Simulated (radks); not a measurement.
The germanium ion Ge+ inside a hard spherical wall (all orbitals vanish at R), configuration held at [Ar] 3d10 4s2 4p1 and not refilled when levels cross. Method: scalar-relativistic Kohn-Sham, PBE, spin-polarised, spherical densities, finite nucleus; open shells are filled with parallel spins first; Fermi nuclear charge, rms radius 4.0742 fm; computed with a radial shooting solver on a logarithmic mesh with Libxc functionals. Eigenvalues in eV for spin up, with the zero of energy where the potential of the charges vanishes at infinity; a dash marks a level that is unbound or too diffuse for the functional's potential to be trusted. A positive occupied level is held by the wall or, in an anion where self-interaction has pushed it up, behind a barrier. The pressure on the wall is -dE/dV.

[
 {"R (bohr)": "free", "E (hartree)": "-2098.55591", "kinetic (hartree)": "2136.564", "e(3p)": "-124.62", "e(3d)": "-38.321", "e(4s)": "-20.274", "e(4p)": "-11.671", "e(5s, empty)": "-4.745", "e(4d, empty)": "-", "pressure (GPa)": "0"},
 {"R (bohr)": "20", "E (hartree)": "-2098.55591", "kinetic (hartree)": "2136.564", "e(3p)": "-124.62", "e(3d)": "-38.321", "e(4s)": "-20.274", "e(4p)": "-11.671", "e(5s, empty)": "-4.745", "e(4d, empty)": "-", "pressure (GPa)": "< 0.0001"},
 {"R (bohr)": "10", "E (hartree)": "-2098.55590", "kinetic (hartree)": "2136.564", "e(3p)": "-124.62", "e(3d)": "-38.320", "e(4s)": "-20.273", "e(4p)": "-11.670", "e(5s, empty)": "-4.566", "e(4d, empty)": "-3.082", "pressure (GPa)": "0.000462"},
 {"R (bohr)": "8", "E (hartree)": "-2098.55561", "kinetic (hartree)": "2136.567", "e(3p)": "-124.60", "e(3d)": "-38.298", "e(4s)": "-20.257", "e(4p)": "-11.650", "e(5s, empty)": "-3.857", "e(4d, empty)": "-2.639", "pressure (GPa)": "0.0176"},
 {"R (bohr)": "7", "E (hartree)": "-2098.55445", "kinetic (hartree)": "2136.578", "e(3p)": "-124.54", "e(3d)": "-38.236", "e(4s)": "-20.214", "e(4p)": "-11.587", "e(5s, empty)": "-2.795", "e(4d, empty)": "-2.067", "pressure (GPa)": "0.108"},
 {"R (bohr)": "6", "E (hartree)": "-2098.54904", "kinetic (hartree)": "2136.620", "e(3p)": "-124.33", "e(3d)": "-38.030", "e(4s)": "-20.065", "e(4p)": "-11.358", "e(5s, empty)": "-0.435", "e(4d, empty)": "-0.914", "pressure (GPa)": "0.691"},
 {"R (bohr)": "3.5", "E (hartree)": "-2098.19840", "kinetic (hartree)": "2138.283", "e(3p)": "-119.64", "e(3d)": "-33.480", "e(4s)": "-15.218", "e(4p)": "-4.260", "e(5s, empty)": "33.960", "e(4d, empty)": "14.004", "pressure (GPa)": "113"},
 {"R (bohr)": "2.5", "E (hartree)": "-2096.45830", "kinetic (hartree)": "2144.614", "e(3p)": "-109.32", "e(3d)": "-23.345", "e(4s)": "2.514", "e(4p)": "18.249", "e(5s, empty)": "112.76", "e(4d, empty)": "46.792", "pressure (GPa)": "1520"},
 {"R (bohr)": "2", "E (hartree)": "-2092.63339", "kinetic (hartree)": "2157.365", "e(3p)": "-94.996", "e(3d)": "-8.479", "e(4s)": "36.053", "e(4p)": "57.000", "e(5s, empty)": "227.14", "e(4d, empty)": "93.419", "pressure (GPa)": "7800"}
]
